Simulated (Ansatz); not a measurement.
`N[Si]Cl` + HBr → `N[Si]Br` + HCl at 400 K and 1 bar (ligand exchange at the Si–Cl bond).

Gas-phase electronic energies from Ansatz, PBE0-D4/def2-TZVP geometries. CCSD(T)/CBS adds triple-zeta CCSD(T) − MP2 to the extrapolated MP2 energy (def2 sets, frozen cores). This one scheme is used for every species. For Br outer-core shells are correlated without core-valence functions, which leaves a few kJ/mol of doubt a bond. Scalar relativity is left out up to krypton. One conformer a species, not always the lowest.

```
  species  CCSD(T)/CBS energy (Eh)  H − E (kJ/mol)  S (J/(mol·K))
`N[Si]Cl`               -804.81589            93.2          301.3
      HBr              -2573.91920            27.6          207.2
`N[Si]Br`              -2918.35423            92.8          313.4
      HCl               -460.38127            29.6          195.4
```

H − E and S are ideal-gas, rigid-rotor, harmonic terms from PBE0-D4/def2-TZVP, for one conformer and one mirror image of each species. 1 Eh = 2625.50 kJ/mol, R = 8.31446 J/(mol·K).

Task: By hand: ΔE, ΔH, ΔS and ΔG.

Result: ΔE = (-2918.35423) + (-460.38127) − (-804.81589) − (-2573.91920) = -0.00041 Eh = -1.1 kJ/mol. Δ(H − E) = 92.8 + 29.6 − 93.2 − 27.6 = 1.6, so ΔH = 0.5 kJ/mol. ΔS = 313.4 + 195.4 − 301.3 − 207.2 = 0.3 J/(mol·K). ΔG = 0.5 − 400 × (0.3)/1000 = 0.4 kJ/mol.

Task: By hand: the equilibrium constant, and the temperature at which ΔG would vanish if ΔH and ΔS stayed fixed.

Result: log₁₀ K = −ΔG/(RT ln 10) = -0.1. ΔG = 0 at ΔH/ΔS = 1667 K, though so small a ΔH makes that figure unsure.

The number of gas molecules stays the same, so ΔS is small and ΔH decides. The sign of ΔG lies within the doubt. A doubt of 5 kJ/mol in ΔE shifts log₁₀ K by 0.7 here. Other conformers and mirror images would add mixing entropy, several J/(mol·K) or more a flexible species. These are equilibria of isolated gas molecules and say nothing of rates. Largest T1 diagnostic: 0.013 (customary marks: 0.02 for closed shells, 0.045 for open ones).
